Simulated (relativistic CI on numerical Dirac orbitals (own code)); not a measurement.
**What each ingredient does to the levels of Ag³⁺**

Base calculation: Dirac-Coulomb-Breit CI, orbitals from a KLI potential per configuration, QED by a radiative potential, valence Slater integrals scaled by 0.85, P86 correlation energy added to each configuration.

Configurations in the expansion (outside the closed core [Ar] 3d10 4s2): 4p6 4d8, 4p6 4d7 5s, 4p6 4d7 4f, 4p6 4d7 5p, 4p6 4d6 5s2, 4p6 4d7 5d, 4p6 4d7 6s, 4p6 4d7 6p, 4p5 4d9, 4p6 4d6 5s 5p, 4p6 4d7 6d, 4p6 4d7 5f, 4p6 4d7 5g, 4p6 4d7 6f, 4p6 4d6 5p2, 4p4 4d10. Levels of other configurations are missing.

Variants: (1) Slater integrals left unscaled; (2) valence Slater integrals scaled by 0.75; (3) non-relativistic limit; (4) only the first 3 configurations. Shifts of the energy above 4p6 4d8 3F_4, in cm⁻¹, for the lowest level and the first level of each name with at least 55 % of one term (blank where a level changes its place among those of its configuration and J or its character, or is not in the variant):

```tsv
Level	Base	Δ(1)	Δ(2)	Δ(3)	Δ(4)	Measured
4p6 4d8 3F_4	0.0	0.0	0.0	0.0	0.0	0.0
4p6 4d8 3F_3	3972.1	-6.3	+8.1	-3972.1	+16.9	4172.5
4p6 4d8 3F_2	5578.1	+213.1	-198.5	-5578.1	+162.1	5829.6
4p6 4d8 3P_1	15859.2	+1845.6	-1272.1	-3855.1	+1241.1	15899.8
4p6 4d8 3P_0	15952.7	+1953.1	-1365.8	-3948.7	+1362.8	16092.4
4p6 4d8 1G_4	20897.4	+3055.8	-2034.3	-2977.2	-32.1	20570.0
4p6 4d8 1S_0	43287.9	+5795.3	-4003.2	-3757.3	+4987.8	47138.6
4p6 4d7 5s 5F_5	100960.2	-2307.5	+1530.5	+15357.9	-296.2	96396.7
4p6 4d7 5s 5F_4	103628.3	-2298.0	+1517.3	+12689.8	-283.6	99147.1
4p6 4d7 5s 5F_3	105669.9	-2300.7	+1524.5	+10648.3	-293.8	101260.5
4p6 4d7 5s 5F_2	107008.0	-2263.0	+1489.3	+9310.2	-295.3	102632.7
4p6 4d7 5s 5F_1	107829.6	-2229.3	+1459.2	+8488.6	-294.9	103471.6
4p6 4d7 5s 3F_4	111815.9	-570.8	+368.2	+13599.4	+450.5	107022.3
4p6 4d7 5s 3F_3	115253.6	-519.4	+292.7	+10161.7	+405.9
```

Correlation outside the listed configurations is missing or only estimated: errors of thousands of cm⁻¹ between configurations and terms are usual at this charge. Rates and lifetimes follow the computed energies and can be off by large factors. The fine structure of a lone outer electron comes out too small, for d and f at times inverted, and misplaced configurations move strength between like terms. 39 of the 69 excited levels that our extract of the measured tables holds in this range could be paired (the sources list more); they are missed by 4006 cm⁻¹ on average and 5986 at most, and levels without a partner can miss by more. Some levels of the ground configuration have no partner and can miss by 10 % or more.

Measured levels: measured levels as listed in Gamrath, thesis, University of Mons (2023).

Ionisation energy from the two ground configurations alone: base 50.09 eV; Slater integrals left unscaled 49.88 eV; valence Slater integrals scaled by 0.75 50.23 eV. The NIST ASD value (theoretical) is 49 eV. The gap of more than 2 % comes from missing correlation, or from a tabulated value that is itself an estimate.

LS names give the leading component of a level, which can be under half, so a name can repeat, a term be missing and a line seem to break the LS rules.
